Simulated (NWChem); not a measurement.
System: C₂H₆N₂Si; SMILES N[Si@H]1C=NC1

The following NWChem deck was run.

```
start job
memory heap 200 mb stack 900 mb global 1100 mb
geometry units angstroms noautoz
  N     -0.053703    -2.034276     0.419889
  Si    -0.078332    -0.511816    -0.380273
  C     -1.046252     1.005295     0.204750
  N     -0.033891     1.808478     0.226804
  C      1.150212     0.928002    -0.049598
  H      0.083114    -2.151323     1.414659
  H     -0.104412    -2.913845    -0.074788
  H     -0.283287    -0.853414    -1.816547
  H     -2.053208     1.379068     0.406370
  H      1.781679     0.863723     0.843770
  H      1.766635     1.328715    -0.862930
end
basis spherical
  N library def2-svp
  Si library def2-svp
  C library def2-svp
  H library def2-svp
end
dft
  xc xwpbe 1.00 cpbe96 1.0 hfexch 1.00
  cam 0.05 cam_alpha 0.0 cam_beta 1.0
  iterations 150
  vectors input atomic output neutral.movecs
end
task dft energy
charge 1
dft
  odft
  mult 2
  vectors input atomic output cation.movecs
end
task dft energy
```

All runs use the structure optimised with B3LYP/6-31G* (spherical d).

Ions are spin-unrestricted doublets at the neutral geometry; other ion states weren't tried. Functional: LC-ωPBE (HJS hole) with def2-SVP; the question gives the range parameter ω in 1/bohr.

Task: What results follow from this input? (LC-wPBE (HJS exchange hole, range parameter 0.05 per bohr)/def2-SVP, vertical spin-unrestricted ions.) Quantities: vertical ionisation energy, ΔSCF (eV); −ε(HOMO) (eV).

Result: 
| Item | Result |
|---|---|
| vertical ionisation energy, ΔSCF (eV) | 8.47 |
| −ε(HOMO) (eV) | 5.89 |
